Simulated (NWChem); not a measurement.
# ZnS; SMILES [S]=[Zn]

```xyz
2

Zn     0.0000     0.0000    -0.7152
S      0.0000     0.0000     1.3410
```
Atoms are numbered in this order, from 1.

Computed with NWChem. Pople sets run with spherical d functions. The geometry was optimised at PBE0-D3(BJ)/def2-TZVP. Vzz is the largest principal value of the second derivative of the potential at the nucleus (NWChem prints the opposite sign); η is the asymmetry. Non-relativistic.

**Question.** Estimate the computed values for CAM-B3LYP/6-31G*. Quantities: Vzz Zn1 (a.u.); η Zn1; Vzz S2 (a.u.); η S2.

**Answer.** 
```
Item            Result
--------------  ------
Vzz Zn1 (a.u.)   0.853
η Zn1             0.00
Vzz S2 (a.u.)    3.040
η S2              0.00
```
